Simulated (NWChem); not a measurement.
# Atomisation of 1,3,5-triazine (C3H3N3)

SMILES: c1ncncn1
```xyz
9

C      0.0000     0.0000     1.2906
N     -1.1821     0.0000     0.6825
C     -1.1177     0.0000    -0.6453
N      0.0000     0.0000    -1.3649
C      1.1177     0.0000    -0.6453
N      1.1821     0.0000     0.6825
H      0.0000     0.0000     2.3880
H     -2.0680     0.0000    -1.1940
H      2.0680     0.0000    -1.1940
```
Charge 0, spin multiplicity 1.

Everything below was run with NWChem. All single points use one geometry, from PBE0/def2-SVP, a minimum by its harmonic frequencies.

Basis set: def2-SVP. The atomisation energy is electronic alone: no zero-point, thermal, spin-orbit or counterpoise terms. No value is extrapolated to the basis-set limit. Free atoms are single determinants with multiplicities C 3, N 4, H 2. Correlated methods freeze the same cores in atoms and molecule, 6 orbitals in all.

B3LYP has NWChem's definition, with VWN1-RPA local correlation. The stability of the SCF solutions was not checked. Open-shell Hartree-Fock references start from PBE0 orbitals.

```tsv
method	atomisation energy (kcal/mol)
HF	648.8
LDA (SVWN5)	___
BHandHLYP	949.2
PBE0	1014.9
B3LYP	___
BLYP	1012.8
PBE	1055.0
M06-2X	___
MP2	955.2
```

Problem. Fill in the missing entries.

Solution. 
- LDA (SVWN5), atomisation energy (kcal/mol): 1194.6
- B3LYP, atomisation energy (kcal/mol): 1000.8
- M06-2X, atomisation energy (kcal/mol): 999.3
